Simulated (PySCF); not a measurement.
A small calculation by hand: chemical shift, span and skew from a shielding tensor

Se(Br)(OH) (BrHOSe), SMILES [Se](Br)O. Atoms are numbered in the order given.

```xyz
4

Se    -0.0094    -0.6651     0.7927
Br     0.1463     1.1612    -0.6831
O     -0.4272    -2.0052    -0.3226
H     -1.3841    -1.9876    -0.4620
```
Charge 0, spin multiplicity 1.

Coordinates come from a B3LYP-D3(BJ)/def2-TZVP optimisation. Other conformers were not sampled.

GIAO shieldings from B3LYP/pcSseg-2 (PySCF), non-relativistic, no solvent. The symmetric part of the tensor of Se1 has the principal values -1126.7, -447.6, -3.5 ppm. The same nucleus in Me2Se has σ = 1646.2 ppm at this level (PySCF, at its B3LYP-D3(BJ)/def2-TZVP geometry). Without spin–orbit terms, shifts of atoms bonded to Cl or Br come out too high.

Task: Work out the isotropic shielding, the ⁷⁷Se shift against Me2Se, the span and the skew.

Result: 
σ(iso) = (σ11 + σ22 + σ33)/3 = -525.9 ppm. δ = σ(ref) − σ(iso) = 1646.2 − (-525.9) = 2172.1 ppm.
Span Ω = σ33 − σ11 = 1123.2 ppm. Skew κ = 3(σ(iso) − σ22)/Ω = -0.21. Tumbling in solution averages the tensor to δ; in a static solid the shielding alone would spread this spin-1/2 line over Ω.
